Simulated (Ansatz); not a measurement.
`C[SiH2][O][GeH3]` → `[OH][GeH3]` + `C[SiH]`  (silylene formation by 1,1-elimination)

Gas-phase electronic energies from Ansatz, PBE0-D4/def2-TZVP geometries. CCSD(T)/CBS adds triple-zeta CCSD(T) − MP2 to the extrapolated MP2 energy (def2 sets, frozen cores). This one scheme is used for every species. DFT in def2-TZVPP. HSE06 is defined as in plane-wave codes. For Ge outer-core shells are correlated without core-valence functions, which leaves a few kJ/mol of doubt a bond. Scalar relativity is left out up to krypton. One conformer a species, not always the lowest.

| level | ΔE (kJ/mol) |
| --- | --- |
| PBE-QIDH | 358.2 |
| HSE06 | 337.4 |
| CAM-B3LYP | 343.6 |
| CCSD/def2-TZVPP | 338.8 |

What does CCSD(T)/CBS give? (Estimate.)

Ansatz gave: +344.9 kJ/mol. The listed levels differ from it by 13.3, -7.5, -1.3, -6.1 kJ/mol.

What do rigid-rotor, harmonic-oscillator terms from PBE0-D4/def2-TZVP frequencies (298.15 K, 1 bar) make of the CCSD(T)/CBS value? (Best estimate.)

The calculation gave: ΔZPE = -9.0 kJ/mol, ΔH = +339.0 kJ/mol, ΔS = 152 J/(mol·K), ΔG = +293.7 kJ/mol. Modes under 50 cm⁻¹ make the entropy rough.

Largest T1 diagnostic among the species: 0.012.

The D4 term adds +13.7 kJ/mol with B3LYP and +7.7 kJ/mol with PBE0; it sums over pairs of atoms, weighted by their polarisabilities, and B3LYP, whose exchange is more repulsive, gets the larger term. From r2SCAN to r2SCAN0 (25 % exact exchange), in def2-TZVPP and without D4, ΔE moves by +4.6 kJ/mol.

B3LYP here is the variant with VWN-RPA as its local correlation; programs differ in this.
